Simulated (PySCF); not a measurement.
Electron correlation in P³⁺ (phosphorus, charge +3)

Starting occupation: [Ne] 3s2. Computed with PySCF 2.14 in x2c-TZVPPall-2c with one added diffuse shell each of s, p, d type (6s7p4d1f, 54 functions), with X2C-1e with screened-nucleus spin-orbit coupling, Gaussian nucleus. Frozen: nothing; 12 electrons correlated.

MP2 pair energies summed by pair of shells (mhartree):

```
       pair  energy  share (%)
2p1/2-2p3/2  -52.77       23.9
2p3/2-2p3/2  -48.84       22.1
3s1/2-3s1/2  -35.25       15.9
2p3/2-2s1/2  -15.31        6.9
2p3/2-3s1/2  -15.24        6.9
1s1/2-1s1/2  -14.27        6.4
2p1/2-2p1/2  -11.18        5.1
2p1/2-2s1/2   -7.66        3.5
2p1/2-3s1/2   -7.54        3.4
2s1/2-2s1/2   -4.71        2.1
1s1/2-2p3/2   -2.94        1.3
2s1/2-3s1/2   -2.23        1.0
1s1/2-2s1/2   -1.60        0.7
1s1/2-2p1/2   -1.48        0.7
1s1/2-3s1/2   -0.25        0.1
```

Total MP2 correlation energy: -221.27 mhartree.

| level | correlation energy (mhartree) |
| --- | --- |
| CCSD | -234.22 |
| (T) | -2.00 |
| CCSD(T) | -236.22 |

Diagnostics: T1 = 0.0032, largest double amplitude 0.107.

Cost of the coupled-cluster step: 260 s of wall time on 4 threads of Intel(R) Xeon(R) Platinum 8488C (shared host), for 12 occupied and 96 virtual spinors.

The basis has no tight functions for the innermost shells, so their pair energies are far from complete.

This basis was not built for core-valence correlation, so the inner-shell part is incomplete.
